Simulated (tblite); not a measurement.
Isomers of [C8H16P]+ (charge +1). Level: GFN2-xTB in tblite, geometry and Hessian alike; calculated harmonic values, unscaled, isolated species. Errors from tens to a few hundred cm⁻¹ against measured bands are possible. Modes of hydrogen on phosphorus can be 10 to 20 % off. One conformer each.

Electronic energies: GFN2-xTB at the same geometries; isomer energies are rough at this level and their order can be wrong.

| SMILES | electronic energy, lowest = 0 (kJ/mol) |
| --- | --- |
| CCC1=C(C)[P@H+](C)CC1 | 71.6 |
| C#CC[P@H+](CC)CCC | 243.8 |
| CC[P@+]12CC[C@H](CC1)C2 | 0.0 |
| CC1=CC[P@@H+](C(C)C)C1 | 88.3 |

Question: How do GFN2-xTB zero-point energies change the relative energies?

Answer: 
| SMILES | ZPE (kJ/mol) | of it from modes above 1550 cm⁻¹ | electronic (kJ/mol) | with ZPE, lowest = 0 (kJ/mol) | lowest mode (cm⁻¹) | rings |
| --- | --- | --- | --- | --- | --- | --- |
| CC[P@+]12CC[C@H](CC1)C2 | 581.1 | 287.0 | 0.0 | 0.0 | 52 | 2 |
| CCC1=C(C)[P@H+](C)CC1 | 566.8 | 293.8 | 71.6 | 57.2 | 44 | 1 |
| CC1=CC[P@@H+](C(C)C)C1 | 565.6 | 294.3 | 88.3 | 72.8 | 38 | 1 |
| C#CC[P@H+](CC)CCC | 559.3 | 298.3 | 243.8 | 221.9 | 41 | 0 |

The zero-point energies span 21.8 kJ/mol, from `C#CC[P@H+](CC)CCC` to `CC[P@+]12CC[C@H](CC1)C2`. The order is unchanged.

Question: What do entropy and thermal enthalpy add at 298.15 K and 1 bar (rigid rotor, harmonic oscillator, one conformer each)?

Answer: 
```csv
SMILES,point group,symmetry number,S (J/(mol K)),H − H(0) (kJ/mol),ZPE + H − H(0) − TS (kJ/mol)
CC[P@+]12CC[C@H](CC1)C2,Cs,1,406.4,28.71,488.7
CCC1=C(C)[P@H+](C)CC1,C1,1,451.8,34.10,466.1
CC1=CC[P@@H+](C(C)C)C1,C1,1,444.8,33.48,466.5
C#CC[P@H+](CC)CCC,C1,1,473.3,36.64,454.8
```
